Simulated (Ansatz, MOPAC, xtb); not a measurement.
Spectroscopic constants of PH+, multiplicity 2 (lowest of 2S+1 = 2, 4 at CCSD(T)/def2-TZVPP on PBE0 minima; our sources give no spin for the ground state, which may be another).

Seven points along R, fitted to fifth degree in 1/R; most abundant isotopes. Runs in def2 and cc sets follow the lowest solution found near the PBE0 minimum.

Codes used: Ansatz (a quantum-chemistry and plane-wave program); MOPAC for PM6 (differences of heats of formation); xtb for the GFN methods. Values without a source in brackets are computed. The GFN methods have no spin term and hold the electronic entropy of 300 K.

| level | r_e (Å) | ω_e (cm⁻¹) | α_e (cm⁻¹) | B_e (cm⁻¹) |
|---|---|---|---|---|
| PM6 | 1.465 | 2661 | 0.13 | 8.05 |
| GFN1-xTB | 1.446 | 2074 | 0.30 | 8.26 |
| GFN2-xTB | 1.425 | 2209 | 0.35 | 8.51 |
| SVWN5/def2-TZVPP | 1.453 | 2259 | 0.23 | 8.19 |
| PBE/def2-TZVPP | 1.448 | 2282 | 0.23 | 8.24 |
| r2SCAN/def2-TZVPP | 1.433 | 2361 | 0.23 | 8.41 |
| B97M-V/def2-TZVPP | 1.429 | 2367 | 0.23 | 8.46 |
| B3LYP/def2-TZVPP | 1.432 | 2353 | 0.23 | 8.42 |
| PBE0/def2-TZVPP | 1.434 | 2372 | 0.22 | 8.40 |
| BHLYP/def2-TZVPP | 1.419 | 2448 | 0.22 | 8.58 |
| CAM-B3LYP/def2-TZVPP | 1.428 | 2395 | 0.22 | 8.47 |
| wB97X-V/def2-TZVPP | 1.428 | 2420 | 0.21 | 8.47 |
| wB97M-V/def2-TZVPP | 1.425 | 2403 | 0.22 | 8.51 |
| B2PLYP/def2-TZVPP | 1.425 | 2404 | 0.23 | 8.51 |
| CCSD/aug-cc-pV(T+d)Z | 1.425 | 2395 | 0.24 | 8.50 |
| CCSD/def2-TZVPP | 1.423 | 2409 | 0.23 | 8.52 |
| CCSD/aug-cc-pV(Q+d)Z | 1.424 | 2405 | 0.24 | 8.52 |
| CCSD/def2-QZVPP | 1.424 | 2407 | 0.24 | 8.52 |
| CCSD(T)/aug-cc-pV(T+d)Z | 1.427 | 2379 | 0.24 | 8.48 |
| CCSD(T)/def2-TZVPP | 1.425 | 2394 | 0.24 | 8.50 |
| CCSD(T)/aug-cc-pV(Q+d)Z | 1.426 | 2388 | 0.24 | 8.49 |
| CCSD(T)/def2-QZVPP | 1.426 | 2390 | 0.24 | 8.50 |
| CCSD(T)/CBS(aug-cc-pV(T+d)Z, aug-cc-pV(Q+d)Z) | 1.426 | 2392 | 0.24 | 8.49 |
| CCSD(T)/CBS(def2-TZVPP, def2-QZVPP) | 1.426 | 2388 | 0.24 | 8.49 |

Frozen-core correlation. CBS: X⁻³ extrapolation of the correlation energy, Hartree–Fock from the larger set. The state reached by PM6 isn't checked.
